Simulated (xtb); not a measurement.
Job for xtb: GFN1-xTB on CoN, 2S+1 = 5, a spin state set in the input, which need not be the lowest, a point of a bond scan (R = 1.670 Å).

```
$ xtb mol.xyz --gfn 1 --sp --chrg 0 --uhf 4
2

Co     0.00000000     0.00000000     0.00000000
N      0.00000000     0.00000000     1.67025200
```

It printed:

```
[...]
           -------------------------------------------------
          |                Calculation Setup                |
           -------------------------------------------------



           -------------------------------------------------
          |                 G F N 1 - x T B                 |
           -------------------------------------------------

        Reference                      10.1021/acs.jctc.7b00118
      * Hamiltonian:
        H0-scaling (s, p, d)           1.850000    2.250000    2.000000
        zeta-weighting                 0.000000
      * Dispersion:
        s8                             2.400000
        a1                             0.630000
        a2                             5.000000
        s9                             0.000000
      * Repulsion:
        kExp                           1.500000
        rExp                           1.000000
      * Coulomb:
        alpha                          2.000000
        third order                    atomic
        anisotropic                    false
      * Halogen bond correction:
        rad-scale                      1.300000
        damping                        0.440000


          ...................................................
          :                      SETUP                      :
          :.................................................:
          :  # basis functions                  14          :
          :  # atomic orbitals                  13          :
          :  # shells                            5          :
          :  # electrons                        14          :
          :  # halogen bonds                     0          :
          :  max. iterations                   250          :
          :  Hamiltonian                  GFN1-xTB          :
          :  restarted?                      false          :
          :  GBSA solvation                  false          :
          :  PC potential                    false          :
          :  electronic temp.          300.0000000     K    :
          :  accuracy                    1.0000000          :
          :  -> integral cutoff          0.2500000E+02      :
          :  -> integral neglect         0.1000000E-07      :
          :  -> SCF convergence          0.1000000E-05 Eh   :
          :  -> wf. convergence          0.2000000E-04 e    :
          :  Broyden damping             0.4000000          :
          :  net charge                          0          :
          :  unpaired electrons                  4          :
          ...................................................

 iter      E             dE          RMSdq      gap      omega  full diag
   1     -5.9959854 -0.599599E+01  0.225E+01    2.94       0.0  T
   2     -5.3515084  0.644477E+00  0.221E+01    5.37       1.0  T
   3     -6.3573895 -0.100588E+01  0.118E+01    3.91       1.0  T
   4     -6.4492655 -0.918759E-01  0.157E+00    4.44       1.0  T
   5     -6.4535964 -0.433095E-02  0.219E-01    4.55       1.0  T
   6     -6.4533687  0.227763E-03  0.390E-01    4.51       1.0  T
   7     -6.4536426 -0.273970E-03  0.668E-02    4.54       1.1  T
   8     -6.4536510 -0.839509E-05  0.319E-03    4.54      22.1  T
   9     -6.4536510  0.299312E-07  0.508E-03    4.54      13.9  T
  10     -6.4536510 -0.461695E-07  0.422E-05    4.54    1675.6  T
  11     -6.4536510 -0.306422E-11  0.579E-07    4.54  100000.0  T

   *** convergence criteria satisfied after 11 iterations ***

         #    Occupation            Energy/Eh            Energy/eV
      -------------------------------------------------------------
         1        2.0000           -0.7032412             -19.1362
       ...           ...                  ...                  ...
         3        2.0000           -0.4718898             -12.8408
         4        2.0000           -0.4718898             -12.8408
         5        1.5000           -0.4536148             -12.3435
         6        1.5000           -0.4536148             -12.3435
         7        1.0000           -0.3991675             -10.8619
         8        1.0000           -0.3991675             -10.8619
         9        1.0000           -0.3816849             -10.3862 (HOMO)
        10                         -0.2149610              -5.8494 (LUMO)
        11                         -0.1478464              -4.0231
        12                         -0.1478464              -4.0231
        13                          0.5469258              14.8826
      -------------------------------------------------------------
                  HL-Gap            0.1667239 Eh            4.5368 eV
             Fermi-level           -0.3759689 Eh          -10.2306 eV

 SCC (total)                   0 d,  0 h,  0 min,  0.002 sec
 SCC setup                      ...        0 min,  0.000 sec (  4.738%)
 Dispersion                     ...        0 min,  0.000 sec (  2.147%)
 classical contributions        ...        0 min,  0.000 sec (  0.888%)
 integral evaluation            ...        0 min,  0.000 sec ( 20.076%)
 iterations                     ...        0 min,  0.001 sec ( 49.066%)
 molecular gradient             ...        0 min,  0.000 sec ( 16.039%)
 printout                       ...        0 min,  0.000 sec (  6.562%)

         :::::::::::::::::::::::::::::::::::::::::::::::::::::
         ::                     SUMMARY                     ::
         :::::::::::::::::::::::::::::::::::::::::::::::::::::
         :: total energy              -6.438577975068 Eh    ::
         :: gradient norm              0.020486248434 Eh/a0 ::
         :: HOMO-LUMO gap              4.536787595056 eV    ::
         ::.................................................::
         :: SCC energy                -6.453651035501 Eh    ::
         :: -> electrostatic           0.024393788657 Eh    ::
         :: repulsion energy           0.015322336310 Eh    ::
         :: dispersion energy         -0.000249275877 Eh    ::
         :: halogen bond corr.         0.000000000000 Eh    ::
         :: add. restraining           0.000000000000 Eh    ::
         :: total charge               0.000000000000 e     ::
         :::::::::::::::::::::::::::::::::::::::::::::::::::::

           -------------------------------------------------
          |                Property Printout                |
           -------------------------------------------------

    * Orbital Energies and Occupations

         #    Occupation            Energy/Eh            Energy/eV
      -------------------------------------------------------------
         1        2.0000           -0.7032412             -19.1362
         2        2.0000           -0.4745063             -12.9120
         3        2.0000           -0.4718898             -12.8408
         4        2.0000           -0.4718898             -12.8408
         5        1.5000           -0.4536148             -12.3435
         6        1.5000           -0.4536148             -12.3435
         7        1.0000           -0.3991675             -10.8619
         8        1.0000           -0.3991675             -10.8619
         9        1.0000           -0.3816849             -10.3862 (HOMO)
        10                         -0.2149610              -5.8494 (LUMO)
        11                         -0.1478464              -4.0231
        12                         -0.1478464              -4.0231
        13                          0.5469258              14.8826
      -------------------------------------------------------------
                  HL-Gap            0.1667239 Eh            4.5368 eV
             Fermi-level           -0.3759689 Eh          -10.2306 eV

  Mulliken/CM5 charges         n(s)   n(p)   n(d)
     1Co    0.29820  0.48283   0.148  0.565  7.989
     2N    -0.29820 -0.48283   1.735  3.564  0.000
Note: The following floating-point exceptions are signalling: IEEE_DENORMAL
normal termination of xtb

Wiberg/Mayer (AO) data.
largest (>0.10) Wiberg bond orders for each atom

 ---------------------------------------------------------------------------
     #   Z sym  total        # sym  WBO       # sym  WBO       # sym  WBO
 ---------------------------------------------------------------------------
     1  27 Co   2.336 --     2 N    2.336
     2   7 N    2.336 --     1 Co   2.336
 ---------------------------------------------------------------------------

Topologies differ in total number of bonds
Writing topology from bond orders to xtbtopo.mol

 dipole moment from electron density (au)
     X       Y       Z
   0.0000  -0.0000  -1.8524  total (Debye):    4.708


           -------------------------------------------------
          | TOTAL ENERGY               -6.438577975068 Eh   |
          | GRADIENT NORM               0.020486248434 Eh/α |
          | HOMO-LUMO GAP               4.536787595056 eV   |
           -------------------------------------------------

------------------------------------------------------------------------
------------------------------------------------------------------------
 total:
 SCF:
```

The run finished.

Cost: roughly 0.05 core-seconds.
